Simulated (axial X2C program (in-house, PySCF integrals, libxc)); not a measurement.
**Potential curves of RuN⁺, with spin–orbit coupling**

Computed with an in-house all-electron X2C program for linear molecules (integrals from PySCF). Two-component (2c) means X2C with spin–orbit coupling and atomic mean-field two-electron Coulomb and Gaunt terms. Basis: Ru dyall-cv3z [12s12p8d5f3g], N dyall-av3z [7s7p3d2f] (cores contracted in-house); Gaussian nuclei, density fitting, unrestricted open shells. Masses: Ru 101.904 u, N 14.003 u.

State: Ω = 0 (closed shell). Energies in eV from the lowest point of each curve. Fits are polynomials in 1 − R0/R over 0.85 to 1.23 times the lowest point R0.

```tsv
R (Å)	PBE0
1.3207	2.1377
1.3814	0.9014
1.4269	0.3601
1.4725	0.0767
1.5180	0.0000
1.5711	0.1137
1.6243	0.3943
1.6926	0.9282
1.7761	1.7495
1.8975	3.0956
```

The state is one determinant whose occupation by symmetry is held fixed; it was picked as the lowest of a PBE0 search that is not exhaustive. Closed shells are restricted here (equal orbitals for both partners); the stretched side of such a curve lies too high.

**Question.** What are Re and ωe at the PBE0 level?

**Answer.** At PBE0, 2c: Re = 1.515 Å, ωe ≈ 1330 cm⁻¹; Be follows as 0.597 cm⁻¹.
